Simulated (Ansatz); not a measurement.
A nudged elastic band was laid between two geometries of F3GeH + H2S (8 atoms, charge 0, multiplicity 1).

Method: RKS B3LYP-D4/def2-SVP in Ansatz 0.2.0.

```
movable images  : 7
climbing image  : yes
spring          : 5.0 eV/Å²
optimiser       : quadratic models (default)
start path      : through a guess of the saddle point
force threshold : 0.05 eV/Å
iteration limit : 60
end points      : relaxed
```

First end point:

```xyz
8
Properties=species:S:1:pos:R:3
Ge -0.601 -1.021 0.201
H 0.553 -1.490 1.062
F -0.239 -0.835 -1.476
F -1.881 -2.177 0.232
F -1.345 0.447 0.721
H 0.687 2.155 0.530
S 1.711 1.471 -0.029
H 1.115 1.450 -1.241
```

Last end point:

```xyz
8
Properties=species:S:1:pos:R:3
Ge -0.680 -0.126 -0.394
H 1.693 -1.171 1.318
F 0.140 -1.615 -0.667
F -1.602 -0.382 1.035
F -1.823 0.070 -1.668
H 1.743 -0.654 1.874
S 0.668 1.599 -0.324
H -0.139 2.279 -1.174
```

(1) Which bonds break or form, and what moves?

(2) What energy profile does the band end with?

(3) What is the geometry of the highest image?

The band took 26 iterations and of the order of 19 core-minutes.

Results:

(1) Bonds broken: Ge1–H2, H6–S7. Bonds formed: Ge1–S7, H2–H6. F3GeH + H2S becomes F3GeHS + H2.

(2) The run converged. The highest image is number 4 of 0 to 8, 2.27 eV above the first end and 2.25 eV above the last; the last end lies 0.02 eV above the first. Neighbouring images differ by up to 2.0 eV, so the band resolves the path poorly. A vibrational analysis at the climbing image gives one clearly imaginary mode, 1433i cm⁻¹: a first-order saddle point. The orbitals stay closed-shell, which can raise the energy where a bond breaks towards radicals; this wasn't checked here.

```tsv
image	path coordinate (Å)	energy (eV)	Ge1–H2 (Å)	H6–S7 (Å)	Ge1–S7 (Å)
0	0.00	0.00	1.51	1.35	3.41
1	1.14	0.04	1.52	1.35	3.38
2	2.28	0.06	1.52	1.35	3.40
3	3.43	0.28	1.52	1.35	3.15
4	4.57	2.27	1.80	1.73	2.45
5	5.97	0.32	2.82	2.58	2.21
6	7.36	0.04	3.42	3.65	2.19
7	8.77	0.02	3.16	3.33	2.19
8	10.17	0.02	3.11	3.33	2.19
```

(3) 
```xyz
8
Properties=species:S:1:pos:R:3
Ge -0.490 -0.491 -0.106
H 0.736 -0.482 1.206
F -0.176 -1.549 -1.433
F -1.312 -1.599 0.953
F -1.765 0.672 -0.255
H 1.220 0.186 0.636
S 1.214 1.122 -0.814
H 0.573 2.140 -0.188
```

Time of the run: 9.6 min on 2 threads of Arm Neoverse V1 (shared host), peak memory 0.29 GiB.
